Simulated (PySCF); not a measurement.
Polarisability and C₆ of Tl²⁺ (thallium, charge +2)

[Xe] 4f14 5d10 6s1, 2S determinant. Calculation: PySCF 2.14, in aug-cc-pVQZ-PP with one added diffuse shell each of s, p, d, f, g type with ECP60MDF (8s8p6d4f3g, 117 functions); a scalar-relativistic core potential. Coupled (time-dependent) response in atomic units; α is the mean over directions.

| method | mean α (bohr³) | C₆ (like pair) | S(−4) |
| --- | --- | --- | --- |
| PBE0 | 12.51 | 77.38 | 58.84 |

S(−4) is the Cauchy moment in α(ω) = α(0) + S(−4) ω² + …

α(iu) at PBE0:

```json
{"u (hartree)": "0", "α(iu) (bohr³)": "12.51"}
{"u (hartree)": "0.0500", "α(iu) (bohr³)": "12.36"}
{"u (hartree)": "0.100", "α(iu) (bohr³)": "11.96"}
{"u (hartree)": "0.200", "α(iu) (bohr³)": "10.70"}
{"u (hartree)": "0.300", "α(iu) (bohr³)": "9.312"}
{"u (hartree)": "0.500", "α(iu) (bohr³)": "7.121"}
{"u (hartree)": "0.750", "α(iu) (bohr³)": "5.395"}
{"u (hartree)": "1.00", "α(iu) (bohr³)": "4.287"}
{"u (hartree)": "1.50", "α(iu) (bohr³)": "2.927"}
{"u (hartree)": "2.00", "α(iu) (bohr³)": "2.118"}
{"u (hartree)": "3.00", "α(iu) (bohr³)": "1.232"}
{"u (hartree)": "5.00", "α(iu) (bohr³)": "0.5439"}
```

A single London oscillator, α(iu) = α/(1 + u²/ω²), gives C₆ = (3/4) ω α². Matching the computed C₆ needs ω = 4 × 77.38 / (3 × 12.51²) = 0.659 hartree.

For an ion, C₆ is the dispersion term alone; charge-induced terms of lower order in 1/R come first.

Energies and moments cover only the electrons outside the core potential. Spin-orbit coupling, which splits the p, d and f shells strongly at this Z, is absent.
